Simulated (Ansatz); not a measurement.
A single point on GaH10NOSi2Sn, SMILES `[NH2][Sn@@H]([GaH2])[Si@H](O)[SiH3]`.

```yaml
crystal:
  periodic: [false, false, false]
  atoms:
    - {symbol: N, position_ang: [0.403719, -1.845411, 1.202015]}
    - {symbol: Sn, position_ang: [1.347726, -0.271642, 0.284443]}
    - {symbol: Ga, position_ang: [2.213993, -1.141257, -2.027589]}
    - {symbol: Si, position_ang: [-0.507598, 1.520623, 0.189148]}
    - {symbol: O, position_ang: [-0.702587, 2.331643, 1.625607]}
    - {symbol: Si, position_ang: [-2.512911, 0.417569, -0.282005]}
    - {symbol: H, position_ang: [0.111341, -1.630643, 2.147752]}
    - {symbol: H, position_ang: [0.978129, -2.677781, 1.250520]}
    - {symbol: H, position_ang: [2.658127, 0.320136, 1.252552]}
    - {symbol: H, position_ang: [2.844266, -0.143479, -3.067750]}
    - {symbol: H, position_ang: [2.097059, -2.663754, -2.405981]}
    - {symbol: H, position_ang: [-0.177295, 2.474294, -0.915050]}
    - {symbol: H, position_ang: [0.054005, 2.815552, 1.960809]}
    - {symbol: H, position_ang: [-3.631654, 1.371366, -0.516482]}
    - {symbol: H, position_ang: [-2.297166, -0.376447, -1.523696]}
    - {symbol: H, position_ang: [-2.879153, -0.500769, 0.825699]}
basis:
  gaussian: {orbitals: def2-QZVPP}
correlation: {method: mp2}
```

```sh
$ ansatz run in.yaml --threads 2 --pin off --events-out ev --progress --plain --max-ram 20480MiB --backend cuda --devices 0, --max-vram 18GiB
```

Output, abridged:

```
Functional definition: HF
4393 factors; integrals over basis functions are off by at most 1.2e-3 eV
mean field evaluation 1: about -77539.4926 eV, gradient 5.4e1 eV
mean field evaluation 2: about -77539.6338 eV, gradient 5.4e1 eV
mean field evaluation 4: about -77546.4768 eV, gradient 5.0e0 eV
mean field evaluation 8: about -77546.6016 eV, gradient 4.3e-1 eV
mean field evaluation 16: about -77546.6032 eV, gradient 1.7e-6 eV
mean field -77546.60324014 eV, -2849.7851060994 hartree, gradient 1.7e-6 eV, S^2 0.000000; 0 other end points of the search recorded, 0 dependent functions left out
25 core orbitals not correlated: weight in the atoms' cores, before any rotation towards them, 1.000 or more for the frozen orbitals, at most 0.000 for the correlated occupied ones
reference -77546.60324014 eV, -2849.7851060994 hartree; 28, 28 occupied and 672, 672 virtual orbitals, 4393 factors
second order -48.59495942 eV of doubles, -0.00000000 eV of singles
Total energy: -77595.19819956 eV, -2851.5709379194 hartree
```

It took 8.5 s on 2 threads of an AMD EPYC 7R13 on a shared host and a share of an NVIDIA H100 80 GB, with 1.3 GiB of host memory at the peak.
